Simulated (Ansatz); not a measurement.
`O=[CH][GeH2][SiH3]` + `[NH2][Cd][OH]` → `[NH2][Cd][O][SiH3]` + `O=[CH][GeH3]`  (cleavage of the Si–Ge bond)

Isolated molecules relaxed with PBE0-D4/def2-TZVP in Ansatz; ΔE leaves out vibrations. CCSD(T)/CBS adds triple-zeta CCSD(T) − MP2 to the extrapolated MP2 energy (def2 sets, frozen cores). DFT in def2-TZVPP. def2 core potentials past Kr. For Cd, Ge outer-core shells are correlated without core-valence functions, which leaves a few kJ/mol of doubt a bond. Scalar relativity is left out up to krypton. One conformer a species, not always the lowest.

`O=[CH][GeH2][SiH3]`:

Z-matrix (Å, degrees):
```
Ge
C 1 2.009
Si 1 2.382 2 108.8
H 1 1.535 2 108.1 3 121.5
H 1 1.541 2 107.9 3 -119.5
O 2 1.198 1 122.9 3 -94.8
H 2 1.116 1 117.0 3 83.9
H 3 1.487 1 109.3 2 -57.2
H 3 1.485 1 109.5 2 62.4
H 3 1.486 1 110.2 2 -177.1
```

`[NH2][Cd][OH]`:

```xyz
6

N     0.139    0.320    1.579
Cd   -0.238   -0.209   -0.313
O    -0.826   -0.865   -2.068
H     0.133    1.326    1.699
H     1.051    0.002    1.887
H    -0.259   -0.574   -2.784
```

`[NH2][Cd][O][SiH3]`:

```xyz
9

N     2.098    1.893   -1.069
Cd    0.951    0.363   -0.489
O    -0.225   -1.085    0.112
Si   -1.661   -1.194    0.854
H     3.018    1.848   -0.644
H     2.247    1.884   -2.072
H    -2.759   -0.569    0.055
H    -2.006   -2.626    1.067
H    -1.662   -0.515    2.187
```

`O=[CH][GeH3]`:

Cartesian coordinates in Å:
```
O 1.878 -0.640 -0.699
C 1.170 0.161 -0.157
Ge -0.800 -0.121 0.102
H 1.602 1.114 0.231
H -1.551 1.030 -0.588
H -1.195 -1.474 -0.497
H -1.105 -0.071 1.608
```

Task: Is it downhill or uphill in electronic energy at CCSD(T)/CBS, and by how much? (Best estimate.)

Result: The calculation gave: Downhill: ΔE = -20.8 kcal/mol.

Task: What do these levels give: r2SCAN-D4, ωB97M-V, B2PLYP, PBE, r2SCAN, SCS-MP2/def2-QZVPP? (Best estimate.)

Result: The calculation gave: r2SCAN-D4 -19.4, ωB97M-V -21.9, B2PLYP -22.3, PBE -15.0, r2SCAN -19.5, SCS-MP2/def2-QZVPP -23.9 kcal/mol.

Largest T1 diagnostic among the species: 0.016.

From PBE to PBE0 (25 % exact exchange), in def2-TZVPP and without D4, ΔE moves by −2.9 kcal/mol. In def2-TZVPP, CCSD(T) changes the Hartree–Fock value by +7.5 kcal/mol (the triples alone add +1.0 kcal/mol) and MP2 by +6.8 kcal/mol.
